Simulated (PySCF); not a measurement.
H$_{4}$Ge, charge +1, doublet, geometry from GFN2-xTB (a state made from the parent by changing its charge; the spin is typed, not shown lowest); PW6B95/6-31G* (PySCF).

Input for PySCF:
```python
from pyscf import gto, scf, dft

mol = gto.Mole()
mol.atom = '''
    Ge   -0.00000000   -0.00000000    0.00000000
    H    -0.67646658   -0.62768487   -1.22444324
    H     0.64960409   -0.61379055    1.24584600
    H    -1.22136068    0.65887921    0.65193009
    H     1.24822317    0.58259622   -0.67333286
'''
mol.basis = '6-31g*'
mol.charge = 1
mol.spin = 1
mol.verbose = 4
mol.build()

mf = dft.UKS(mol)
mf.xc = 'pw6b95'
mf.kernel()
mf.analyze()
```

Predict the main parts of the log of this PySCF run.


```
PySCF version 2.14.0

[INPUT] verbose = 4
[INPUT] num. atoms = 5
[INPUT] num. electrons = 35
[INPUT] charge = 1
[INPUT] spin (= nelec alpha-beta = 2S) = 1
[INPUT] symmetry False subgroup None
[INPUT] Mole.unit = angstrom
[INPUT] Symbol           X                Y                Z      unit          X                Y                Z       unit  Magmom
[...]
nuclear repulsion = 45.4594603173191
number of shells = 20
number of NR pGTOs = 111
number of NR cGTOs = 40
basis = 6-31g*
ecp = {}

******** <class 'pyscf.dft.uks.UKS'> ********
method = UKS
initial guess = minao
damping factor = 0
level_shift factor = 0
DIIS = <class 'pyscf.scf.diis.CDIIS'>
diis_start_cycle = 1
diis_space = 8
diis_damp = 0
SCF conv_tol = 1e-09
SCF conv_tol_grad = None
SCF max_cycles = 50
direct_scf = True
direct_scf_tol = 1e-13
number electrons alpha = 18  beta = 17
XC library pyscf.dft.libxc version 7.1.2
    S. Lehtola, C. Steigemann, M. J. T. Oliveira, and M. A. L. Marques,  SoftwareX 7, 1–5 (2018)
XC functionals = pw6b95
    Y. Zhao and D. G. Truhlar,  J. Phys. Chem. A 109, 5656 (2005)
radial grids:
    Treutler-Ahlrichs [JCP 102, 346 (1995); DOI:10.1063/1.469408] (M4) radial grids

becke partition: Becke, JCP 88, 2547 (1988); DOI:10.1063/1.454033
pruning grids: <function nwchem_prune>
grids dens level: 3
symmetrized grids: False
atomic radii adjust function: <function treutler_atomic_radii_adjust>
small_rho_cutoff = 0
Set gradient conv threshold to 3.16228e-05
tot grids = 59872
init E= -2079.29843488817

cycle= 1 E= -2079.64480939631  delta_E= -0.346  |g|= 0.265  |ddm|= 1.22
cycle= 2 E= -2079.65771072772  delta_E= -0.0129  |g|= 0.285  |ddm|=  0.5
cycle= 3 E= -2079.67335075944  delta_E= -0.0156  |g|= 0.0136  |ddm|= 0.15
cycle= 4 E= -2079.67352599583  delta_E= -0.000175  |g|= 0.00484  |ddm|= 0.0347
cycle= 5 E= -2079.67354728206  delta_E= -2.13e-05  |g|= 0.00104  |ddm|= 0.00906
cycle= 6 E= -2079.67354938978  delta_E= -2.11e-06  |g|= 0.000159  |ddm|= 0.00349
cycle= 7 E= -2079.67354943573  delta_E= -4.59e-08  |g|= 1.39e-05  |ddm|= 0.000649
cycle= 8 E= -2079.6735494359  delta_E= -1.7e-10  |g|= 7.68e-07  |ddm|= 3.64e-05
Extra cycle  E= -2079.6735494359  delta_E= -5.91e-12  |g|= 2.33e-07  |ddm|= 1.69e-06
converged SCF energy = -2079.6735494359  <S^2> = 0.75572982  2S+1 = 2.0057216
**** SCF Summaries ****
Total Energy =                       -2079.673549435903624
Nuclear Repulsion Energy =              45.459460317319149
One-electron Energy =                -2976.042490329916745
Two-electron Energy =                  850.909480576693795
Two-electron Coulomb Energy =          932.077700747065251
DFT Exchange-Correlation Energy =      -81.168220170371512
**** MO energy ****
                             alpha | beta                alpha | beta
[...]
To work with the spin densities directly, `use mulliken_meta_spin()` only printing them here.

 ** Mulliken spin pop alpha/beta on meta-lowdin orthogonal AOs **
 ** Mulliken Spin Density (per AO)  **
spin_pop of  0 Ge 1s       -0.00000
spin_pop of  0 Ge 2s       -0.00000
spin_pop of  0 Ge 3s        0.00000
spin_pop of  0 Ge 4s       -0.02433
spin_pop of  0 Ge 5s        0.00066
spin_pop of  0 Ge 2px      -0.00000
spin_pop of  0 Ge 2py       0.00000
spin_pop of  0 Ge 2pz      -0.00000
spin_pop of  0 Ge 3px      -0.00000
spin_pop of  0 Ge 3py       0.00003
spin_pop of  0 Ge 3pz      -0.00000
spin_pop of  0 Ge 4px      -0.04760
spin_pop of  0 Ge 4py       0.38580
spin_pop of  0 Ge 4pz      -0.04768
spin_pop of  0 Ge 5px       0.00159
spin_pop of  0 Ge 5py       0.01070
spin_pop of  0 Ge 5pz       0.00159
spin_pop of  0 Ge 3dxy     -0.00006
spin_pop of  0 Ge 3dyz     -0.00006
spin_pop of  0 Ge 3dz^2     0.00014
spin_pop of  0 Ge 3dxz      0.00050
spin_pop of  0 Ge 3dx2-y2   -0.00002
spin_pop of  0 Ge 4dxy      0.00092
spin_pop of  0 Ge 4dyz      0.00092
spin_pop of  0 Ge 4dz^2     0.00116
spin_pop of  0 Ge 4dxz      0.00388
spin_pop of  0 Ge 4dx2-y2    0.00007
spin_pop of  0 Ge 5dxy      0.00042
spin_pop of  0 Ge 5dyz      0.00042
spin_pop of  0 Ge 5dz^2     0.00028
spin_pop of  0 Ge 5dxz      0.00109
spin_pop of  0 Ge 5dx2-y2   -0.00012
spin_pop of  1 H 1s        0.17655
spin_pop of  1 H 2s        0.00087
spin_pop of  2 H 1s        0.17655
spin_pop of  2 H 2s        0.00087
spin_pop of  3 H 1s        0.17655
spin_pop of  3 H 2s        0.00087
spin_pop of  4 H 1s        0.17655
spin_pop of  4 H 2s        0.00087
 ** Mulliken Spin Density (per atom)  **
spin density of  0 Ge =      0.29031
spin density of  1 H =      0.17742
spin density of  2 H =      0.17742
spin density of  3 H =      0.17742
spin density of  4 H =      0.17742
 ** Mulliken pop alpha/beta on meta-lowdin orthogonal AOs **
 ** Mulliken pop       alpha | beta **
[...]
In total            18.00000 | 17.00000
 ** Mulliken atomic charges   ( Nelec_alpha | Nelec_beta ) **
charge of  0Ge =      0.48161  (    15.90435     15.61404 )
charge of  1H =      0.12960  (     0.52391      0.34649 )
charge of  2H =      0.12960  (     0.52391      0.34649 )
charge of  3H =      0.12960  (     0.52391      0.34649 )
charge of  4H =      0.12960  (     0.52391      0.34649 )

WARN: System has nonzero charge 1; the dipole moment is origin-dependent.
Location of origin: [0. 0. 0.]

Dipole moment(X, Y, Z, Debye): -0.00001,  0.00000, -0.00000
```
